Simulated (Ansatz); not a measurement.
Start from `FC[SiH2][SiH3]` and change one atom or group to get `FC[SiH2]CI`.

Ansatz, PBE0-D4/def2-TZVP geometries, multiplicity 1. Each molecule was computed in one conformer, which needn't be the lowest.

Elements past krypton have def2 core potentials.  Spin–orbit coupling is left out; it splits and shifts lone-pair levels of the heavy atoms by tenths of an eV.

| property | `FC[SiH2][SiH3]` |
| --- | --- |
| LUMO energy (PBE/def2-TZVPP) / eV | -0.89 |
| LUMO energy (PBE0/def2-TZVPP) / eV | -0.05 |
| HOMO energy (PBE/def2-TZVPP) / eV | -7.04 |
| HOMO–LUMO gap (B3LYP/def2-TZVPP) / eV | 7.83 |
| HOMO energy (ωB97M-V/def2-TZVPP) / eV | -10.33 |
| LUMO energy (ωB97M-V/def2-TZVPP) / eV | 1.64 |

(1) What does the change do to each property? (Estimate.)

Results:

(1) The calculation gave: 
```csv
property,`FC[SiH2]CI`,shift
LUMO energy (PBE/def2-TZVPP) / eV,-2.03,-1.14
LUMO energy (PBE0/def2-TZVPP) / eV,-1.13,-1.08
HOMO energy (PBE/def2-TZVPP) / eV,-6.23,0.81
HOMO–LUMO gap (B3LYP/def2-TZVPP) / eV,5.76,-2.07
HOMO energy (ωB97M-V/def2-TZVPP) / eV,-9.52,0.81
LUMO energy (ωB97M-V/def2-TZVPP) / eV,0.77,-0.87
```

With PBE0 the HOMO rises by 0.90 eV and the LUMO falls by 1.08 eV, so the gap narrows by about 1.98 eV. PBE moves the HOMO by 0.81 eV and ωB97M-V by 0.81 eV.

B3LYP here is the variant with VWN-RPA as its local correlation; programs differ in this.
